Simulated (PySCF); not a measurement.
# Orbital picture of BeB

PBE at R = 1.631 Å; Be STO-3G, B STO-3G; no relativity (PySCF 2.14). State: ⁴Σ⁻ (quartet), unpaired electrons σ ↑, π ↑↑. Only the outer orbitals are listed, counted within each symmetry.

```json
{"spin": "α", "orbital": "3σ", "occ.": "1", "ε (eV)": "-8.69", "on Be (%)": "34", "main shells (%)": "66 B s, 24 Be s, 10 Be p"}
{"spin": "α", "orbital": "4σ", "occ.": "1", "ε (eV)": "-3.77", "on Be (%)": "51", "main shells (%)": "46 Be s, 34 B p, 15 B s"}
{"spin": "α", "orbital": "1π", "occ.": "1", "ε (eV)": "-2.54", "on Be (%)": "45", "main shells (%)": "55 B p, 45 Be p"}
{"spin": "α", "orbital": "1π", "occ.": "1", "ε (eV)": "-2.54", "on Be (%)": "45", "main shells (%)": "55 B p, 45 Be p"}
{"spin": "α", "orbital": "5σ", "occ.": "0", "ε (eV)": "-1.82", "on Be (%)": "62", "main shells (%)": "48 Be p, 37 B p, 14 Be s"}
{"spin": "α", "orbital": "2π", "occ.": "0", "ε (eV)": "2.73", "on Be (%)": "55", "main shells (%)": "55 Be p, 45 B p"}
{"spin": "α", "orbital": "2π", "occ.": "0", "ε (eV)": "2.73", "on Be (%)": "55", "main shells (%)": "55 Be p, 45 B p"}
{"spin": "β", "orbital": "3σ", "occ.": "1", "ε (eV)": "-6.68", "on Be (%)": "40", "main shells (%)": "54 B s, 26 Be s, 14 Be p"}
{"spin": "β", "orbital": "4σ", "occ.": "0", "ε (eV)": "-0.45", "on Be (%)": "55", "main shells (%)": "44 Be s, 23 B p, 22 B s"}
{"spin": "β", "orbital": "1π", "occ.": "0", "ε (eV)": "-0.01", "on Be (%)": "50", "main shells (%)": "50 B p, 50 Be p"}
{"spin": "β", "orbital": "1π", "occ.": "0", "ε (eV)": "-0.01", "on Be (%)": "50", "main shells (%)": "50 B p, 50 Be p"}
```

Q: Which are the highest filled and the lowest empty level, where do they sit, and how wide is the gap?

A: Highest filled α 1π at -2.54 eV (in %: 55 B p, 45 Be p); lowest empty α 5σ at -1.82 eV (in %: 48 Be p, 37 B p, 14 Be s); the gap at PBE is 0.72 eV.

The bond order (Mayer) is 2.14, the ⟨S²⟩ is 3.766 and the charge on Be (Mulliken, basis-dependent) is -0.15. The charge on Be (Löwdin, basis-dependent) is -0.21. The dipole moment (positive dipole means Be(−)B(+)) is -0.34 D, the polarisability along the bond is 40.3 bohr³ and the polarisability across the bond is 22.9 bohr³.

STO-3G is very small, so such numbers show the basis as much as the molecule. The state is the lowest determinant that a PBE0 search found; another state may lie lower at other levels.
